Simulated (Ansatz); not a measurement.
These are frozen-core CCSD(T)/cc-pVQZ // B3LYP-D3(BJ)/def2-TZVP (Ansatz, a program for electronic structure) values and carry that method's errors.

Ansatz 0.2 input:
```yaml
crystal:
  periodic: [false, false, false]
  atoms:
    - { symbol: C, position_ang: [1.976595, 0.183341, 0.008811] }
    - { symbol: C, position_ang: [0.754218, -0.237231, -0.201142] }
    - { symbol: N, position_ang: [-0.346083, -0.687285, -0.436725] }
    - { symbol: C, position_ang: [-1.592495, -0.08589, 0.020449] }
    - { symbol: H, position_ang: [2.447887, 0.865316, -0.684085] }
    - { symbol: H, position_ang: [2.529525, -0.150322, 0.875008] }
    - { symbol: H, position_ang: [-2.208425, 0.141317, -0.849904] }
    - { symbol: H, position_ang: [-2.13027, -0.817228, 0.624154] }
    - { symbol: H, position_ang: [-1.433888, 0.824621, 0.604124] }
basis:
  gaussian: { orbitals: cc-pVQZ }
correlation:
  method: ccsd_t
```

Output:

```
Functional definition: HF
2155 factors; integrals over basis functions are off by at most 7.3e-4 eV
mean field evaluation 1: about -4650.0330 eV, gradient 3.0e1 eV
mean field evaluation 2: about -4650.0345 eV, gradient 3.0e1 eV
mean field evaluation 4: about -4652.4794 eV, gradient 4.6e0 eV
mean field evaluation 8: about -4652.5455 eV, gradient 4.6e-1 eV
mean field evaluation 16: about -4652.4783 eV, gradient 4.6e0 eV
mean field -4652.54768598 eV, -170.9779738497 hartree, gradient 3.5e-6 eV, S^2 0.000000; 0 other end points of the search recorded, 0 dependent functions left out
4 core orbitals not correlated
reference -4652.54768598 eV, -170.9779738497 hartree; 11, 11 occupied and 355, 355 virtual orbitals, 2155 factors
second order -19.88016305 eV of doubles, -0.00000000 eV of singles
cycle   1  -19.72770675 eV  change    1.5e-1 eV  update   1.1e-1
cycle   2  -20.25178682 eV  change   -5.2e-1 eV  update   3.4e-2
cycle   3  -20.38466219 eV  change   -1.3e-1 eV  update   1.7e-2
cycle   4  -20.37549585 eV  change    9.2e-3 eV  update   4.2e-3
cycle   5  -20.37508224 eV  change    4.1e-4 eV  update   1.8e-3
cycle   6  -20.37576932 eV  change   -6.9e-4 eV  update   4.9e-4
cycle   7  -20.37551874 eV  change    2.5e-4 eV  update   1.7e-4
cycle   8  -20.37548517 eV  change    3.4e-5 eV  update   5.3e-5
cycle   9  -20.37550262 eV  change   -1.7e-5 eV  update   1.9e-5
perturbative correction -0.99753824 eV, -0.0366588543 hartree
Total energy: -4673.92072684 eV, -171.7634186141 hartree
```

Cost: very roughly 80 core-minutes.
